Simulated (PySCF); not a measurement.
## Fluorine: a sound run and one with changed settings

Sound run: F+ [He] 2s2 2p4, F(2+) [He] 2s2 2p3. Calculation: PySCF 2.14, in cc-pVDZ-DK; scalar relativity by spin-free X2C-1e. In the sound run the correlated levels freeze 1s2. The sound run starts from symmetry-adapted Hartree-Fock orbitals and uses a fine grid where one is needed.

Changed run: initial guess atom, at most 8 SCF cycles. This setting is unsound on purpose.

| species | method | sound run (hartree) | changed run (hartree) | converged |
| --- | --- | --- | --- | --- |
| F+ | UHF | -98.88758 | -98.88758 | yes |
| F+ | TPSS | -99.18949 | -99.18949 | yes |
| F+ | MN15 | -99.12014 | -99.12014 | yes |
| F+ | MP2 | -98.98616 | -98.98616 | yes |
| F+ | CCSD(T) | -99.00076 | -99.00076 | yes |
| F(2+) | UHF | -97.66035 | -97.66035 | yes |
| F(2+) | TPSS | -97.88535 | -97.88535 | yes |
| F(2+) | MN15 | -97.81826 | -97.81826 | yes |
| F(2+) | MP2 | -97.72885 | -97.72885 | yes |
| F(2+) | CCSD(T) | -97.74285 | -97.74285 | yes |

Ionisation energy of F+:

```csv
method,sound run (eV),changed run (eV)
UHF,33.395,33.395
TPSS,35.487,35.487
MN15,35.426,35.426
MP2,34.213,34.213
SCS-MP2,34.216,34.216
CCSD,34.219,34.219
CCSD(T),34.230,34.230
```

Here the setting changes nothing at the digits shown.

For comparison, NIST gives 34.971 eV between the lowest levels.
